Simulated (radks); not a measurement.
Values are calculated unless marked as measured or tabulated.
Charge is removed step by step from the 5s1/2 level of the europium ion Eu+, starting from [Xe] 4f7 6s1. Code: a radial shooting solver on a logarithmic mesh with Libxc functionals. Model: Dirac Kohn-Sham, PBE, spin-unpolarised, spherical densities, finite nucleus; open shells are shared between the two j in proportion to 2j + 1; Fermi nuclear charge, rms radius 5.1115 fm.

| removed (e) | E - E(0) (eV) | eigenvalue (eV) | E minus straight line (eV) |
|---|---|---|---|
| 0 | 0.000 | -50.828 | 0.000 |
| 0.125 | 6.448 | -52.350 | -0.692 |
| 0.25 | 13.089 | -53.899 | -1.192 |
| 0.375 | 19.924 | -55.472 | -1.496 |
| 0.5 | 26.958 | -57.067 | -1.603 |
| 0.625 | 34.192 | -58.682 | -1.509 |
| 0.75 | 41.629 | -60.316 | -1.212 |
| 0.875 | 49.272 | -61.968 | -0.710 |
| 1 | 57.122 | -63.636 | 0.000 |

Removing the whole electron costs 57.122 eV by Delta-SCF, against 50.828 eV from minus the eigenvalue at the starting occupation. Slater's transition state (half an electron removed) gives 57.067 eV. Integrating minus the eigenvalue over the occupation (Janak's theorem) gives 57.122 eV. The mean slope of the eigenvalue, de/dn, is 12.8 eV per electron.
